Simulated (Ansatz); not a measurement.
Basis sets compared for `CN(C)c1ccc(-c2ccc(-c3ccc(-c4ccc(C#N)[se]4)[se]3)[se]2)[se]1`. Total charge 0; singlet. Geometry r2SCAN-D4/def2-SVP. Ansatz on 2 threads of AMD EPYC 7R13 on a shared host and a share (18 GiB) of an NVIDIA H100 80GB HBM3; times are rough, and most runs start from earlier orbitals.

```xyz
39

C    -2.869   -6.257    1.967
N    -3.841   -5.506    1.204
C    -5.012   -6.184    0.688
C    -3.485   -4.323    0.627
C    -4.187   -3.582   -0.320
C    -3.574   -2.366   -0.698
C    -2.356   -2.065   -0.109
C    -1.530   -0.914   -0.317
C    -1.782    0.181   -1.142
C    -0.786    1.176   -1.164
C     0.327    0.957   -0.360
C     1.480    1.776   -0.170
C     2.593    1.543    0.633
C     3.584    2.543    0.619
C     3.334    3.643   -0.192
C     4.142    4.804   -0.409
C     3.882    5.901   -1.226
C     4.868    6.908   -1.241
C     5.970    6.667   -0.434
C     7.100    7.485   -0.250
N     8.043    8.157   -0.089
Se    5.804    5.017    0.460
Se    1.665    3.434   -1.058
Se    0.134   -0.695    0.544
Se   -1.869   -3.454    1.087
H    -2.073   -6.698    1.334
H    -3.375   -7.066    2.511
H    -2.389   -5.603    2.716
H    -5.884   -5.511    0.710
H    -4.874   -6.533   -0.355
H    -5.236   -7.051    1.323
H    -5.136   -3.914   -0.741
H    -4.032   -1.696   -1.430
H    -2.697    0.258   -1.733
H    -0.879    2.080   -1.774
H     2.687    0.634    1.234
H     4.500    2.464    1.212
H     2.965    5.971   -1.818
H     4.788    7.819   -1.838
```

Single mean-field runs in def2-SVP, def2-TZVP are fitted with def2-universal-jkfit.

Binding counts from free atoms (C triplet, N quartet, Se triplet, H doublet) in the same basis, without a counterpoise term.

| level | functions | energy (Eh) | HOMO (eV) | LUMO (eV) | binding per atom (eV) | wall time |
| --- | --- | --- | --- | --- | --- | --- |
| PBE-D4/def2-SVP | 492 | -10443.9314 | -4.29 | -2.92 | 5.18 | 7 s |
| PBE0-D4/def2-SVP | 492 | -10444.2709 | -5.05 | -2.50 | 5.03 | 6.5 s |

Estimate the rows for PBE-D4/def2-TZVP (with forces), PBE0-D4/def2-TZVP (with forces).


```json
{"level": "PBE-D4/def2-TZVP (with forces)", "functions": "927", "energy (Eh)": "-10446.0007", "HOMO (eV)": "-4.38", "LUMO (eV)": "-3.04", "binding per atom (eV)": "5.11", "wall time": "9.5 s"}
{"level": "PBE0-D4/def2-TZVP (with forces)", "functions": "927", "energy (Eh)": "-10446.3338", "HOMO (eV)": "-5.08", "LUMO (eV)": "-2.57", "binding per atom (eV)": "4.96", "wall time": "17 s"}
```
